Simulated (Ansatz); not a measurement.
Basis-set series for chlorotrimethylsilane. The species carries charge 0 and has multiplicity 1. The structure was optimised at the PBE0-D4/def2-TZVP level.

```xyz
14

C    -1.0607    0.7274   -1.2364
Si    0.0815    0.3488    0.1848
C    -0.7311   -0.7655    1.4361
C     1.6997   -0.3562   -0.4086
Cl    0.5020    2.1482    1.1382
H    -1.9883    1.1819   -0.8814
H    -1.3148   -0.1897   -1.7760
H    -0.5919    1.4182   -1.9406
H    -1.6559   -0.3220    1.8115
H    -0.0703   -0.9442    2.2872
H    -0.9749   -1.7318    0.9847
H     1.5356   -1.3092   -0.9202
H     2.3795   -0.5314    0.4281
H     2.1897    0.3255   -1.1072
```

```
functional       basis  functions  energy (Eh)  HOMO (eV)  LUMO (eV)
   PBE0-D4  def2-TZVPP        303   -869.18361      -8.33       0.90
   PBE0-D4  def2-QZVPP        581   -869.21415      -8.35       0.44
   ωB97M-V  def2-TZVPP        303   -869.47739     -10.58       2.26
   ωB97M-V  def2-QZVPP        581   -869.50654     -10.60       1.56
```

(1) Give the rows for def2-SVP. (An estimate is asked.)

Answers

(1) Ansatz gave: 
```
functional     basis  functions  energy (Eh)  HOMO (eV)  LUMO (eV)
   PBE0-D4  def2-SVP        123   -868.78731      -8.20       1.47
   ωB97M-V  def2-SVP        123   -869.07257     -10.42       3.03
```

Positive LUMOs are unbound and depend on the basis.
